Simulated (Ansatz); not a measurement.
Mulliken charges of Cl2H2HfOSe, SMILES `[OH][Hf]([Cl])([Cl])[SeH]` from r2SCAN/def2-TZVPP in Ansatz (PBE0-D4/def2-TZVP geometry).

| atom | x (Å) | y (Å) | z (Å) | charge (e) |
| --- | --- | --- | --- | --- |
| O1 | -1.187 | 0.920 | 0.247 | -0.421 |
| Hf2 | -0.098 | -0.584 | -0.073 | 0.910 |
| Cl3 | -0.305 | -2.150 | 1.652 | -0.265 |
| Cl4 | -0.670 | -1.616 | -2.093 | -0.265 |
| Se5 | 2.330 | 0.265 | -0.187 | -0.251 |
| H6 | -1.896 | 1.537 | 0.403 | 0.209 |
| H7 | 1.826 | 1.627 | 0.052 | 0.084 |

**Question.** By hand: the dipole of these point charges (1 e Å = 4.8032 D).

**Answer.** Σ q r = (-0.159, 0.471, 0.082) e Å, of length 0.504 e Å = 2.42 D.

**Question.** How does the dipole of the full density compare? (Best estimate.)

**Answer.** The calculation gave: (-0.378, 0.549, 0.114) e Å, 3.25 D; the point charges give 0.74 times that, at 16° from its direction.

Point charges leave out the atoms' own dipoles, such as those of lone pairs, and Mulliken's split depends on the basis, so the two needn't agree.
